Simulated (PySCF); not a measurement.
Atoms are numbered as in `[CH3:1][B:2]([CH3:3])[CH2:4][SH:5]`. Hydrogens are named by the atom that carries them.

Geometry: PBE0-D3(BJ)/def2-SVP; GIAO shifts from PySCF 2.14, gas phase, non-relativistic, averaged over equivalent atoms.

At WP04/pcSseg-1 (137 basis functions, 10 s wall time on 1 thread of an Arm Neoverse V2, shared host):
```
      atoms  δ (ppm)
         C4     28.7
      C1/C3     12.7
         B2     84.2
         S5   -101.5
      H(C4)     2.14
      H(S5)     1.09
H(C1)/H(C3)     0.89
```

δ = σ(ref) − σ, references computed at the same level: TMS for $^{13}$C (σ = 172.44 ppm) and $^{1}$H (σ = 31.56 ppm); $^{11}$B (σ = 95.72 ppm) against BF3·OEt2; CS2 for $^{33}$S (σ = 462.27 ppm).

Predict the values at HF/pcSseg-1 on the same geometry.

## Answers


```
      atoms  δ at HF/pcSseg-1  change
         C4              22.1    -6.6
      C1/C3              12.8    +0.1
         B2              81.9    -2.3
         S5            -160.2   -58.7
      H(C4)              1.89   -0.25
      H(S5)              1.61   +0.52
H(C1)/H(C3)              0.90   +0.01
```

Shifts are taken against calculated references (same method and geometry level): TMS for $^{13}$C (σ = 190.85 ppm), $^{1}$H (σ = 31.69 ppm); BF3·OEt2 for $^{11}$B (σ = 115.29 ppm); $^{33}$S (σ = 513.52 ppm) against CS2.

The largest change is at S5 (thiol sulfur). Cost: 137 basis functions, 4.3 s wall time on 1 thread of an Arm Neoverse V2, shared host.

A carbon bonded to boron is broadened by the quadrupolar boron nucleus and is often missing from a measured spectrum.
